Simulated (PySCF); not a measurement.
PySCF input file for C₂H₈FNSi, SMILES N[C@@H]([SiH2]F)C, PBE/pcSseg-1. Geometry optimised at PBE0-D3(BJ)/def2-SVP. The structure was generated by enumeration; whether it is a known compound was not checked. One conformer was computed; it need not be the lowest.

```python
import numpy as np
from pyscf import gto, scf, dft
from pyscf.prop.nmr import rks as nmr

mol = gto.M(
    atom='''
    C     1.48182859    1.22729315    0.81753849
    C     0.88669859    0.02740998    0.09086078
    N     0.81065303   -1.11824797    0.98465378
    Si   -0.87288111    0.41019812   -0.45505532
    F    -1.51710977   -0.98438618   -1.01309478
    H     0.89893336    1.46654523    1.72078660
    H     2.51517220    1.01491386    1.14092817
    H     1.52100431    2.12044700    0.17403875
    H     1.49253085   -0.15185706   -0.82682627
    H     0.43123231   -1.93014996    0.50160416
    H     1.73719389   -1.37955454    1.32023072
    H    -1.70764702    0.87597450    0.68682305
    H    -0.89983079    1.39989999   -1.57192969
    ''',
    basis='pcSseg-1',
    charge=0,
    spin=0,
    max_memory=1600,
    verbose=3,
)
mf = dft.RKS(mol, xc='pbe')
mf.grids.level = 3
mf.conv_tol = 1e-10
mf.max_cycle = 100
mf.kernel()
n = nmr.NMR(mf)
n.verbose = 2
n.max_cycle_cphf = 60
sigma = n.kernel()
print('atom   isotropic/ppm   span/ppm')
for i, s in enumerate(sigma):
    w = np.linalg.eigvalsh((s + s.T) / 2)
    print(f'{mol.atom_symbol(i):2s}{i + 1:3d} {w.mean():14.3f} {w[2] - w[0]:11.3f}')
```

It prints:

```
converged SCF energy = -524.704348511618
atom   isotropic/ppm   span/ppm
C   1        164.064      35.795
C   2        140.244      34.880
N   3        218.578      60.472
Si  4        322.941     129.464
F   5        386.051      62.089
H   6         30.229       9.067
H   7         30.010       9.807
H   8         30.297      10.637
H   9         28.061      10.275
H  10         29.962      16.740
H  11         30.958      16.156
H  12         26.345       7.522
H  13         26.051       7.997
```

The calculation finished and met its thresholds.
